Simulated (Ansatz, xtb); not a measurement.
**Ranking isomers of C2H6Cl2Si**

3 gas-phase structures of C2H6Cl2Si, from a drawn sample of its isomers (lower ones may exist). Each was relaxed with GFN2-xTB; where two conformers were screened, the lower at r2SCAN-D4/def2-SVP//GFN2-xTB is listed:

A. `C[Si](C)(Cl)Cl`, a singlet
B. `C[Si@@H](Cl)CCl`, a singlet
C. `C[SiH2]C(Cl)Cl`, a singlet

Problem. Make a reasoned guess at their ranking by r2SCAN-D4/def2-SVP//GFN2-xTB single-point energy.

Solution. Calculated order at r2SCAN-D4/def2-SVP//GFN2-xTB: A (0.0), B (44.1), C (85.0) kcal/mol.

Energies above the lowest of each column, in kcal/mol; the last columns are at r2SCAN-D4/def2-SVP geometries:

```tsv
structure	GFN2-xTB	HF/STO-3G	r2SCAN-D4/def2-SVP//GFN2-xTB	r2SCAN-D4/def2-SVP	CCSD(T)/def2-SVP + ΔMP2/def2-TZVPP
A	0.0	0.0	0.0	0.0	0.0
B	28.5	40.5	44.1	44.3	43.1
C	57.5	84.5	85.0	85.8	85.0
```

Every level run on A puts it lowest or level with the lowest. Flexible structures stand in one conformer each, not always the lowest. ΔMP2 is the change of the MP2 energy from the smaller to the larger basis.

Programs: Ansatz 0.2.0, xtb 6.7.1.
